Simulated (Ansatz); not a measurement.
A structure relaxed at PBE0-D4/def2-TZVP, charge 0, multiplicity 1:

```tsv
atom	x (Å)	y (Å)	z (Å)
F1	0.969	0.472	1.428
Al2	0.381	-0.423	0.190
F3	0.961	-1.933	-0.052
S4	-1.139	0.359	-1.119
H5	-1.170	1.525	-0.447
```

(1) Give its formula and SMILES.

(2) Point group (tolerance 0.08 Å, 0.16 Å for H)?

(3) Summarise the bond lengths by kind.

Results:

(1) AlF2HS, `[F][Al]([F])[SH]`.

(2) Cs.

(3) 2 × Al–F 1.635 to 1.638 Å; 1 × Al–S 2.153 Å; 1 × H–S 1.346 Å.

Computed with Ansatz.
